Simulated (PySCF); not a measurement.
Computed IR spectrum (relative IR intensity) of a molecule C3H6F2Si. Geometry: PBE-D3(BJ)/def2-SVP. One conformer was computed; it need not be the lowest. Level of theory: PBE-D3(BJ)/def2-SVP in PySCF. Frequencies are harmonic and unscaled.

Lines under 2 % of the strongest are left out, and lines within 2 cm⁻¹ are merged.

ν (cm⁻¹): 355 (vw), 637 (m), 758 (m), 766 (m), 836 (w), 870 (s), 905 (vs), 934 (m), 1011 (vw), 1093 (m), 1249 (m), 1346 (w), 1388 (w), 1397 (w), 1685 (vs), 2175 (vs), 2974 (vw) (against the strongest line: vs over 80 %, s over 45 %, m over 15 %, w over 4 %, vw less)

### Question
Identify the compound among the candidates.
(A) C/C(F)=C/[SiH2]F
(B) C[SiH2]/C(F)=C/F
(C) C=C[Si](C)(F)F
(D) F[C@@H]1CC[Si@H]1F

### Answer
A, C/C(F)=C/[SiH2]F
